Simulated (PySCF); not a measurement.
# How methods differ on the excitation energy of Ir

Ir [Xe] 4f14 5d7 6s2 (4F) → Ir [Xe] 4f14 5d7 6s1 6p1 (high-spin determinant), as a difference of total energies. All numbers are calculated (PySCF 2.14, scalar relativity through the core potential, in def2-TZVPPD with the def2 core potential (60 electrons) (6s5p3d2f1g, 59 functions)). Correlated levels: valence and next inner shell: nothing frozen outside the core potential. The calculations carry no spin-orbit coupling.

```csv
method,excitation energy (eV)
UHF,2.363
MP2 (valence and next inner shell),3.841
SCS-MP2 (valence and next inner shell),3.987
CCSD (valence and next inner shell),3.615
CCSD(T) (valence and next inner shell),3.716
```

Problem. How much does correlation contribute at CCSD(T) (valence and next inner shell)?

Solution. 3.716 − (2.363) = 1.353 eV, measured against UHF.

The determinant of the upper state mixes LS terms, which raises its energy above the lowest term, most at the Hartree-Fock and MP2 levels.
